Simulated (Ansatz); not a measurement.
Stepwise reaction of `[OH][Ga]([OH])[Br]` with hydrogen, as a gas-phase model of exchange steps in deposition or etching. ΔE in kJ/mol; ΔG adds harmonic PBE0-D4 terms to CCSD(T)/CBS, at 1 bar.

Isolated molecules relaxed with PBE0-D4/def2-TZVP in Ansatz; ΔE leaves out vibrations. CBS: MP2 limit from def2 TZ/QZ plus the TZ coupled-cluster correction, frozen cores. This one scheme is used for every species. Functionals use def2-TZVPP. B3LYP here is the variant with VWN-RPA as its local correlation; programs differ in this. For Br, Ga outer-core shells are correlated without core-valence functions, which leaves a few kJ/mol of doubt a bond. Scalar relativity is left out up to krypton. Each species was taken in one conformer, which may not be the lowest.

| step | reaction | PBE-D4 | B3LYP-D4 | ωB97M-V | CCSD(T)/CBS | ΔG(500 K) |
| --- | --- | --- | --- | --- | --- | --- |
| 2 | `[OH][GaH][Br]` + H₂ → `[GaH2][Br]` + H₂O | 48.3 | 48.3 | 45.5 | 48.0 | 46.1 |

(1) Give the row of step 1, `[OH][Ga]([OH])[Br]` + H₂ → `[OH][GaH][Br]` + H₂O. (An estimate is asked.)

(2) By hand: ΔE of the 2 steps together at CCSD(T)/CBS.

Answers

(1) Ansatz gave: 
| step | reaction | PBE-D4 | B3LYP-D4 | ωB97M-V | CCSD(T)/CBS | ΔG(500 K) |
| --- | --- | --- | --- | --- | --- | --- |
| 1 | `[OH][Ga]([OH])[Br]` + H₂ → `[OH][GaH][Br]` + H₂O | 24.6 | 26.6 | 24.2 | 27.4 | 24.1 |

(2) (27.4) + (48.0) = 75.4 kJ/mol, or 37.7 kJ/mol a step.

In ΔE each step is higher than the one before. All are uphill at CCSD(T)/CBS. ΔG lies between 24.1 and 46.1 kJ/mol a step. PBE-D4 differs from CCSD(T)/CBS by -2.8 to 0.3 kJ/mol a step. Isolated molecules leave out the surface, adducts and barriers. Largest T1 diagnostic: 0.012.
